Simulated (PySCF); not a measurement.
Cards and structures have been mixed up. Pair them.

Structures:
1. `FC(F)C1SCCS1`
2. `FC[SiH2][Se][SiH3]`
3. `N[SiH](N)P`
4. `[SiH3]OC1C[SiH2]C1`

Card P (geometry PBE0-D3(BJ)/def2-SVP):
- Rotational constants A, B, C: 7.060, 1.104, 1.008 GHz
- Static isotropic polarisability (PBE0/def2-SVPD): 92.9 au
- Vertical ionisation energy (ΔSCF PBE0/def2-SVPD): 9.62 eV
- Lowest singlet excitation (TDDFT PBE0/def2-SVPD): 6.77 eV (183 nm, f = 0.009)
- Point group: C1
- HOMO energy (PBE0/def2-SVPD): -7.83 eV

Card Q (geometry PBE0-D3(BJ)/def2-SVP):
- Rotational constants A, B, C: 6.088, 2.848, 2.172 GHz
- Static isotropic polarisability (PBE0/def2-SVPD): 73.2 au
- Core binding energies (ΔSCF SCAN, pcX-2 on the ionised atom, pcseg-1 elsewhere, spin-free X2C, 2p3/2 from a spin–orbit splitting computed afterwards within the 2p shell): Si2p3/2 106.8, P2p3/2 135.8, N1s 404.5 (×2), Si1s 1846.8, P1s 2149.4 eV
- Isotropic shieldings of nuclei other than C and H, by class (GIAO PBE0/pcSseg-1): 236 (2 N), 368 (1 Si), 558 (1 P) ppm
- Vertical ionisation energy (ΔSCF PBE0/def2-SVPD): 8.63 eV
- Lowest triplet excitation (Tamm–Dancoff) (TDA PBE0/def2-SVPD): 5.35 eV
- HOMO energy (PBE0/def2-SVPD): -6.72 eV

Card R (geometry GFN2-xTB):
* Rotational constants A, B, C: 2.147, 1.218, 0.866 GHz
* Static isotropic polarisability (PBE0/def2-SVPD): 86.1 au
* 13C chemical shifts (computed TMS as zero) by class (GIAO PBE0/pcSseg-1): 122.1 (1 C), 62.3 (1 C), 44.0 (2 C) ppm
* Point group: C1
* Isotropic shieldings of nuclei other than C and H, by class (GIAO PBE0/pcSseg-1): 304 (2 F), 438 (2 S) ppm
* Dipole moment (PBE0/def2-SVPD): 3.50 D
* HOMO energy (PBE0/def2-SVPD): -7.05 eV

Card S (geometry PBE0-D3(BJ)/def2-SVP):
* Rotational constants A, B, C: 2.353, 1.458, 0.981 GHz
* Static isotropic polarisability (CAM-B3LYP/def2-SVPD): 97.0 au
* Point group: C1
* Core binding energies (ΔSCF SCAN, pcX-2 on the ionised atom, pcseg-1 elsewhere, spin-free X2C, 2p3/2 from a spin–orbit splitting computed afterwards within the 2p shell): Si2p3/2 107.0, Si2p3/2 107.1, C1s 292.7, F1s 692.6, Si1s 1846.8, Si1s 1846.9 eV
* Strongest line among the 10 lowest singlet transitions (TDDFT CAM-B3LYP/def2-SVPD): S6 at 7.15 eV (173 nm, f = 0.091)
* Lowest triplet excitation (Tamm–Dancoff) (TDA CAM-B3LYP/def2-SVPD): 5.14 eV

Each SMILES stands for a single optimised conformer of the isolated species, non-relativistic unless stated. Electronic properties by PySCF. NMR classes are plain means over equivalent atoms (diastereotopic ones count apart unless rotation or inversion swaps them), as if these changed places fast.

Which card belongs to which structure?

P = 4, Q = 3, R = 1, S = 2. What ties each card to its structure:
- 1 (card R), C4H6F2S2, monoisotopic mass 156.0 u, 8 heavy atoms: 4 C in 3 classes; the least shielded carbon (122.1 ppm) is a CHF2 carbon; an asymmetric top with C = 0.866 GHz, the lowest such constant on the cards; polarisability 86.1 au for 80 electrons; dipole 3.50 D.
- 2 (card S), CH7FSeSi2, monoisotopic mass 173.9 u, 5 heavy atoms: core lines of C, F and Si; an asymmetric top with C = 0.981 GHz; polarisability 97.0 au for 84 electrons.
- 3 (card Q), H7N2PSi, monoisotopic mass 94.0 u, 4 heavy atoms: core lines of N, P and Si; an asymmetric top with C = 2.172 GHz, the highest such constant on the cards; polarisability 73.2 au for 50 electrons.
- 4 (card P), C3H10OSi2, monoisotopic mass 118.0 u, 6 heavy atoms: an asymmetric top with C = 1.008 GHz; polarisability 92.9 au for 64 electrons.
